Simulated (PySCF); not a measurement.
Peak assignment

Mapped SMILES: `[CH3:1][C:2]([CH3:3])([CH3:4])[BH:5][Br:6]`. Each H is labelled by its parent atom.

Relativity neglected, equivalent nuclei averaged, one computed conformer, no solvent model. PBE0-D3(BJ)/def2-SVP geometry; shieldings: GIAO PBE0/pcSseg-1; J couplings at B3LYP/pcJ-1 (pcSseg-1 on Br) (spin–dipole term only in couplings to heteroatoms); PySCF 2.14.

δ = σ(ref) − σ, references computed at the same level: TMS for 13C (σ = 184.41 ppm) and 1H (σ = 31.27 ppm).

(1) Assign these signals to the numbered atoms. 13C{1H} NMR (computed): δ 29.3 (C), 28.7 (CH3).

(2) Assign these signals to the numbered atoms. 1H NMR (300 MHz, computed): δ 7.73 (br, 1H), 1.09 (s, 9H).

Answers

(1) 
29.3 → C2, fully substituted sp3 carbon bonded to B
28.7 → C1/C3/C4, methyl carbon: aliphatic region, no heteroatom directly attached

C2 and C1/C3/C4 lie closer than the usual error of such a calculation, so a measured spectrum could show them in the other order.

(2) 
7.73 → H(B5), hydrogen on a boron bonded to C, Br
1.09 → H(C1)/H(C3)/H(C4), hydrogen on a methyl carbon

Relativistic effects, spin–orbit coupling among them, are left out; they matter for Br and for the light atoms bonded to it. Hydrogens on boron are broadened and split by 11B (spin 3/2, 80 %) and 10B (spin 3). A carbon bonded to boron is broadened by the quadrupolar boron nucleus and is often missing from a measured spectrum. Shifts are as computed. Against solution values, carbons near 30 ppm lie about +2 ppm off and those near 130 ppm about +5 ppm. Of 1211 compounds with measured shifts, 218 miss one by over three times the rms of a fit or turn the order of signals round; such compounds aren't used in these exercises.
